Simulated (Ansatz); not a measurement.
Relaxation of CH$_{7}$BBrNOSi (13 atoms, charge 0, multiplicity 1), to a largest force component of 0.015 eV/Å in at most 40 steps.

These are results of Ansatz, RKS revPBE/def2-SVP, not measurements.

```xyz
13
Properties=species:S:1:pos:R:3
N 0.913 -2.591 0.694
B 0.421 -1.098 0.819
Si 0.268 0.070 -0.749
Br -1.104 -0.784 -2.206
C -0.256 1.764 -0.228
O -1.521 1.698 0.383
H 0.086 -3.135 0.991
H 1.061 -2.730 -0.337
H 0.158 -0.647 1.928
H 1.624 0.166 -1.350
H -0.313 2.425 -1.087
H 0.497 2.191 0.531
H -1.816 2.635 0.628
```

Where does it end, and by what steps?

The forces met the threshold. After 15 steps the energy has fallen by 1.422 eV; H8 moved furthest, 1.33 Å.

```
step  energy less start (eV)  largest force component (eV/Å)  accepted
   0                  0.0000                           3.483       yes
   1                 -0.7242                           2.405       yes
   2                 -1.0255                           3.091       yes
   3                 -1.2134                           1.018       yes
   4                 -1.2985                           0.464       yes
   5                 -1.3286                           0.331       yes
   6                 -1.3637                           0.161       yes
   7                 -1.3846                           0.091       yes
   8                 -1.3961                           0.310       yes
   9                 -1.3924                           1.202        no
  10                 -1.4093                           0.195       yes
  11                 -1.4162                           0.084       yes
  12                 -1.4195                           0.204       yes
  13                 -1.4208                           0.100       yes
  14                 -1.4215                           0.019       yes
  15                 -1.4217                           0.011       yes
```

```xyz
13
Properties=species:S:1:pos:R:3
N 0.185 -2.422 0.635
B 0.709 -1.137 0.791
Si 0.608 0.195 -0.738
Br -0.429 -0.808 -2.522
C -0.357 1.781 -0.246
O -1.550 1.397 0.437
H 0.186 -3.132 1.371
H -0.263 -2.729 -0.234
H 1.218 -0.828 1.856
H 1.948 0.660 -1.256
H -0.550 2.398 -1.158
H 0.341 2.377 0.399
H -2.025 2.213 0.680
```

Whether the end is a true minimum wasn't checked by a vibrational analysis.

Run time: 47 s on 2 threads of Intel(R) Xeon(R) Platinum 8488C (Sapphire Rapids), on a shared host, peak memory 0.24 GiB.
